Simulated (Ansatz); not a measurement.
Basis-set series for B2ClH3OS (`BSB(O)Cl`). The species carries charge 0 and has multiplicity 1. All single points use the PBE0-D4/def2-TZVP geometry. It is one conformer, not always the lowest.

```xyz
8

B     0.2089    1.4572   -1.0662
S     0.4312    0.7646    0.5579
B    -0.1941   -0.9675    0.5153
O    -0.1280   -1.6985    1.6431
Cl   -0.8741   -1.7340   -0.9002
H    -0.2691    0.8249   -1.9502
H     0.5717    2.5847   -1.1921
H     0.2535   -1.2314    2.3925
```

| functional | basis | functions | energy (Eh) | HOMO (eV) | LUMO (eV) |
| --- | --- | --- | --- | --- | --- |
| PBE0-D4 | def2-SVP | 93 | -984.45388 | -8.58 | -1.69 |
| PBE0-D4 | def2-QZVPP | 401 | -984.92446 | -8.68 | -1.88 |
| ωB97M-V | def2-SVP | 93 | -984.79858 | -10.68 | 0.40 |
| ωB97M-V | def2-QZVPP | 401 | -985.26917 | -10.83 | 0.07 |

**Question.** Give the rows for def2-TZVPP. (Best estimate.)

**Answer.** Ansatz gave: 
| functional | basis | functions | energy (Eh) | HOMO (eV) | LUMO (eV) |
| --- | --- | --- | --- | --- | --- |
| PBE0-D4 | def2-TZVPP | 219 | -984.89183 | -8.66 | -1.85 |
| ωB97M-V | def2-TZVPP | 219 | -985.23837 | -10.80 | 0.14 |

Positive LUMOs are unbound and depend on the basis.
